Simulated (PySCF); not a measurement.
Sn(I)(SH) (HISSn), SMILES [I][Sn][SH] (connectivity only; charge and spin as stated), neutral, multiplicity 1. Atoms are numbered in the order given.

```xyz
4

Sn     0.7193     1.0031     0.0000
I     -0.1963    -1.6177     0.0000
S     -1.5322     2.0186     0.0000
H     -1.0426     3.2840     0.0000
```
Charge 0, spin multiplicity 1.

Geometry optimised at B3LYP-D3(BJ)/def2-SVP. The def2 effective core potentials stand for the cores of I, Sn; spin–orbit coupling is left out. The values are those of a single conformer.

Calculation: B3LYP-D3(BJ)/def2-SVP (PySCF).

Frequencies are harmonic and unscaled.

Question: Estimate the vibrational spectrum. (Estimate from the structure and the level; the computed values follow.)

Answer: 
```
mode  ν (cm⁻¹)  IR (km/mol)  moving atoms (share of kinetic energy)
----  --------  -----------  --------------------------------------
1           85          0.7                 S 64 %, I 19 %, Sn 14 %
2          187         26.3                         Sn 52 %, I 47 %
3          318         13.9                                  H 97 %
4          330         36.2                         S 75 %, Sn 22 %
5          650          6.6                                  H 94 %
6         2645          1.6                                  H 97 %
```
